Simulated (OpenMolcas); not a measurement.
## Cl³⁺: Slater's ratio, the spin-orbit constant, worked from levels

- Program: OpenMolcas 26.06
- Basis: ANO-R2 [5s4p3d1f]
- Scalar Hamiltonian: X2C, finite nucleus
- Active space: 4 electrons in 4 orbitals (3s 3p)
- State averaging: 2S+1 = 3 even, 3 roots; 2S+1 = 1 even, 6 roots; 2S+1 = 5 odd, 1 root; 2S+1 = 3 odd, 9 roots; 2S+1 = 1 odd, 8 roots
- Spin-orbit coupling: RASSI with atomic mean-field integrals over the reference wave functions, term energies averaged over their components

Methods: CASSCF; SS-CASPT2, IPEA 0.25 Eh, imaginary shift 0.1 Eh (closed shells correlated: 2s 2p). Measured levels: Moore, Atomic Energy Levels, vol. I, NSRDS-NBS 35 (1971 reprint of NBS Circular 467, 1949).

**Slater's ratio.** With one set of orbitals, p2 has 1D - 3P = 6 F2 and 1S - 1D = 9 F2 (F2 = F²/25), a ratio of 3/2. Term energies are centres of gravity, weighted by 2J + 1.

```tsv
Source	1D - 3P	1S - 3P	F2 from the first	Ratio
CASSCF	16000	29969	2667	0.873
SS-CASPT2	12655	30806	2109	1.434
measured	12857	31641	2143	1.461
```

Energies in cm-1. A ratio away from 3/2 shows effects beyond one configuration with one set of orbitals, and in heavier atoms second-order spin-orbit shifts. In CASSCF the valence s occupation is 1.91 in 1S against 1.97 in 1D: mixing out of s² acts most on 1S and pulls it down.

**The spin-orbit constant.** For the Hund term 3P of p2, E(J) = (A/2) J(J+1) + constant and ζ = 2S·A = 2A. From J = 0 to J = 2 the energy changes by 3 A.

| Source | E(2) - E(0) | A | ζ |
| --- | --- | --- | --- |
| CASSCF | 1231.9 | 410.6 | 821 |
| SS-CASPT2 | 1225.0 | 408.3 | 817 |
| measured | 1341.0 | 447.0 | 894 |

All in cm-1. SS-CASPT2 is off by -8.7 % and CASSCF by -8.1 %. Both methods take the spin-orbit matrix elements from the reference wave functions, so the second can move ζ only through the term energies and any multistate remixing. Second-order mixing with other terms is absorbed into this ζ.

Term energies are means over components that CASPT2 splits; among the terms shown or strongly mixed into the levels shown the widest spread is 15 cm-1 (3s2 3p2 1D, SS-CASPT2). Over all roots computed the reference weight is 0.86 to 0.98 in SS-CASPT2; the roots of lowest weight are the least certain, and an intruder state may touch them. Computed and measured levels are paired by configuration, term and J; levels that our copy of the source lacks, or whose pairing is in doubt (as where it misses far off the trend of its configuration), stay unpaired and out of the deviations. Only configurations of the active space appear.
